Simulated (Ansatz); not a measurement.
**Relative stability**

Two relaxed structures of SiNH3Te, closed shell (PBE0-D4/def2-TZVP; forces vanish, vibrations not checked).

A:

```
6
angstrom
N 0.1356 0.4924 0.0928
Si -1.1291 -0.9362 0.2553
Te 1.4445 -1.1145 0.6272
H -1.0156 -1.2040 -1.2417
H 0.3517 0.8824 -0.8160
H 0.1362 1.2136 0.8019
```

B:

N1  (0.974, -0.881, 0.455)
Si2  (0.399, 0.662, 0.137)
Te3  (-1.001, -1.404, 0.244)
H4  (-1.101, -1.644, -1.421)
H5  (0.484, 1.323, -1.195)
H6  (0.085, 1.670, 1.185)
(Å)

Computed with Ansatz 0.2.0 (basis: def2-TZVPP); correlated methods freeze the cores. Filled d shells of the heavier atoms are correlated. Core potentials replace the inner electrons of the atoms past krypton. The def2 sets are not built for correlating such inner shells, so the correlated values are less sure here. B3LYP uses VWN-RPA correlation.

Problem. Which structure is lower at CCSD(T), and by how much? (To be estimated.)

Solution. Computed: A, by 1.493 eV (electronic energy, against the other). By their contacts, A is SiNH₃Te ([NH2]1[SiH][Te]1) and B is SiNH₃Te ([N]1[SiH2][TeH]1).

All methods give the same order:

```tsv
method	E(B) − E(A) (eV)
PBE-D4	1.450
r2SCAN-D4	1.349
PBE0-D4	1.571
B3LYP-D4	1.553
wB97M-V	1.678
HF	1.724
MP2	1.413
CCSD	1.584
CCSD(T)	1.493
```

No T1 diagnostic of these runs exceeds 0.017.

Labels in which every atom is bracketed show which atoms are joined, not bond orders.

For scale, one of the runs: CCSD(T)/def2-TZVPP, 165 basis functions, launched by `ansatz run in.yaml --threads 2 --pin off --events-out ev --progress --plain --max-ram 4352MiB`. Time: 57 s of wall clock on 2 CPU threads of an Arm Neoverse V2; the host was shared. Peak host memory: 1.4 GiB.
